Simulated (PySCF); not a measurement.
Gas-phase reaction: 2 GaH(CH3)2 = Ga2H6 + C4H8 (cis-2-butene), at 500 K and a standard pressure of 1 bar. Level: PBE0/def2-QZVP†.

Energies from PySCF, thermal terms from the rigid-rotor harmonic-oscillator model, ideal gas at 1 bar. S°(298 K) at PBE0/def2-TZVP differs from the NASA 1993 table for C4H8 (cis-2-butene) (-6 J/mol/K); whether the harmonic model or the table's entry is off was not settled. † marks an energy on the PBE0/def2-TZVP geometry and frequencies. All species are closed-shell singlets. Ga: all electrons, no relativistic terms. Methyl groups turn as free rotors in GaH(CH3)2. GaH(CH3)2, Ga2H6: computed as isolated molecules; such fragments, hydroxides, amides, oligomers or adducts are transient or little studied in the gas. The harmonic model lacks anharmonicity and excited electronic states, which grow with temperature; levels with a mode under 35 cm⁻¹ are left out. Internal rotation in C4H8 (cis-2-butene) is treated as a harmonic vibration of one conformer, which makes the entropy rough.

```tsv
species	E (Ha)	H(500 K) − E (kJ/mol)	S°(500 K) (J/mol/K)
GaH(CH3)2	-2004.99361	241.1	372.4
Ga2H6	-3852.85692	149.9	348.3
C4H8 (cis-2-butene)	-157.08944	322.3	349.9
```
E: electronic energy; H − E holds the zero-point and thermal terms. 1 Ha = 2625.5 kJ/mol.

Q: Work out ΔH°, ΔS°, ΔG° and log10 K from these numbers.

A: 1. ΔE = 1×(-3852.85692) + 1×(-157.08944) − 2×(-2004.99361) = 0.04086 Ha = 107.3 kJ.
2. Δ(H − E) = 1×(149.9) + 1×(322.3) − 2×(241.1) = -10.0 kJ, so ΔH° = 97.3 kJ.
3. ΔS° = 1×(348.3) + 1×(349.9) − 2×(372.4) = -46.6 J/K; the number of gas molecules stays the same.
4. ΔG° = ΔH° − TΔS° = 97.3 − 500×(-46.6)/1000 = 120.6 kJ.
5. log10 K = −ΔG°/(RT ln 10) = -12.60, with RT ln 10 = 9.57 kJ/mol; at standard pressures the reactants are favoured.
6. A shift of 10 kJ in ΔE would move log10 K by 1.04 here.
For scale, ΔH°(298 K) is 97 kJ at this level, 97 kJ at ωB97M-V/def2-TZVP†, and runs from 62 to 116 kJ over the 18 levels computed.
